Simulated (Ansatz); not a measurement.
`[CH3][Sn][OH]` + `CC[Si](N)(O)Br` → `C[CH2][Sn][OH]` + `C[Si](N)(O)Br`  (redistribution)

Computed with Ansatz on PBE0-D4/def2-TZVP structures; ΔE is electronic, products minus reactants. CCSD(T)/CBS adds triple-zeta CCSD(T) − MP2 to the extrapolated MP2 energy (def2 sets, frozen cores). DFT in def2-TZVPP. B3LYP here is the variant with VWN-RPA as its local correlation; programs differ in this. def2 core potentials past Kr. For Br, Sn outer-core shells are correlated without core-valence functions, which leaves a few kJ/mol of doubt a bond. Scalar relativity is left out up to krypton. Each species was taken in one conformer, which may not be the lowest.

`[CH3][Sn][OH]`:

```xyz
7

C    -0.384   -0.678   -0.547
Sn   -1.046    1.134    0.500
O     0.746    1.571    1.233
H     0.394   -0.419   -1.273
H    -1.198   -1.179   -1.075
H     0.050   -1.380    0.172
H     1.439    0.951    0.990
```

`CC[Si](N)(O)Br`:

```xyz
14

C     1.569   -0.486    0.852
C     0.724   -0.867   -0.362
Si   -0.905    0.019   -0.426
N    -0.884    1.723   -0.467
O    -1.730   -0.497    0.890
Br   -1.943   -0.549   -2.327
H     2.519   -1.025    0.860
H     1.802    0.582    0.858
H     1.049   -0.717    1.785
H     1.261   -0.651   -1.292
H     0.521   -1.943   -0.369
H    -0.500    2.267    0.288
H    -0.901    2.227   -1.337
H    -2.582   -0.083    1.046
```

`C[CH2][Sn][OH]`:

Cartesian coordinates in Å:
```
C -0.657 0.088 -0.746
C -0.290 0.789 0.551
Sn 1.383 -0.071 1.713
O 1.785 -1.566 0.473
H -0.956 -0.951 -0.576
H -1.493 0.574 -1.260
H 0.179 0.075 -1.452
H -1.147 0.826 1.234
H -0.024 1.838 0.369
H 1.220 -1.603 -0.305
```

`C[Si](N)(O)Br`:

```xyz
11

C     0.813    1.099   -0.623
Si   -0.341   -0.090    0.195
N     0.368   -1.626    0.281
O    -1.777   -0.289   -0.565
Br   -0.860    0.801    2.210
H     1.760    1.159   -0.082
H     0.379    2.100   -0.648
H     1.014    0.777   -1.648
H    -0.180   -2.421    0.568
H     1.337   -1.731    0.533
H    -2.513    0.220   -0.221
```

(1) Is it downhill or uphill in electronic energy at CCSD(T)/CBS, and by how much? (An estimate is asked.)

(2) What do these levels give: PBE0-D4, PBE0, B3LYP, HF/def2-TZVPP, MP2/def2-TZVPP, CCSD/def2-TZVPP, CCSD(T)/def2-TZVPP, HF/def2-QZVPP, MP2/def2-QZVPP, SCS-MP2/def2-QZVPP, HF/CBS(def2), MP2/CBS(def2)? (Estimate.)

Largest T1 diagnostic among the species: 0.016.

Results:

(1) Computed: Nearly level: ΔE = -0.4 kJ/mol.

(2) The calculation gave: PBE0-D4 -1.1, PBE0 -1.5, B3LYP -1.1, HF/def2-TZVPP 3.2, MP2/def2-TZVPP 0.0, CCSD/def2-TZVPP 1.0, CCSD(T)/def2-TZVPP 0.2, HF/def2-QZVPP 3.2, MP2/def2-QZVPP -0.3, SCS-MP2/def2-QZVPP 0.4, HF/CBS(def2) 3.2, MP2/CBS(def2) -0.6 kJ/mol.

In def2-TZVPP, CCSD(T) changes the Hartree–Fock value by −3.0 kJ/mol (the triples alone add −0.8 kJ/mol) and MP2 by −3.2 kJ/mol.
